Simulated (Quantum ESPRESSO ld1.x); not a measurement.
The numbers below are computed, except where a source is named.
The table gives one normalised radial function P(r) = r R(r) of Sm+ in [Xe] 4f6 6s1 (r in bohr). Level of theory: scalar-relativistic Kohn-Sham, LDA (Slater exchange, Perdew-Wang correlation), spin-polarised, spherical densities, point nucleus; open shells are filled with parallel spins first (spin-orbit coupling, left out, can overturn this in heavy ions) (ld1.x of Quantum ESPRESSO 7.5).

r,P
0.001277,0.0013
0.001499,0.0017
0.001745,0.0022
0.002031,0.0029
0.002365,0.0037
0.002753,0.0048
0.003205,0.0063
0.003761,0.0083
0.004378,0.0107
0.005097,0.0138
0.005934,0.0178
0.006908,0.0228
0.008042,0.0292
0.009437,0.0376
0.01099,0.0476
0.01279,0.0598
0.01489,0.0743
0.01733,0.0914
0.02018,0.1110
0.02349,0.1326
0.02757,0.1565
0.03209,0.1786
0.03736,0.1977
0.04349,0.2104
0.05063,0.2124
0.05895,0.1992
0.06917,0.1640
0.08053,0.1075
0.09375,0.0290
0.1091,-0.0660
0.1271,-0.1656
0.1479,-0.2518
0.1736,-0.3037
0.2021,-0.2943
0.2352,-0.2150
0.2739,-0.0695
0.3188,0.1178
0.3712,0.3028
0.4356,0.4360
0.5071,0.4552
0.5903,0.3471
0.6872,0.1246
0.8,-0.1679
0.9313,-0.4684
1.084,-0.7150
1.272,-0.8684
1.481,-0.8965
1.724,-0.8230
2.007,-0.6804
2.337,-0.5088
2.721,-0.3437
3.193,-0.2024
3.717,-0.1084
4.327,-0.0507
5.037,-0.0203
5.864,-0.0068
6.827,-0.0018
8.011,-0.0004
9.327,-0.0001
10.86,0.0000
12.64,0.0000

Which n and l does it have? It may be an empty orbital.

Answer. n = 5, l = 1: the number of nodes gives n - l - 1 = 3, the rise at small r (about r^(l+1), flatter next to the nucleus through relativity) gives l, and the extent must fit the shell. The curve is that of 5p up; the table hardly tells the two spins apart. 5p up: eigenvalue -30.207 eV, 3 radial nodes at r = 0.0984, 0.290, 0.735 bohr, <r> = 1.65 bohr, 90 % of the charge inside 2.43 bohr.
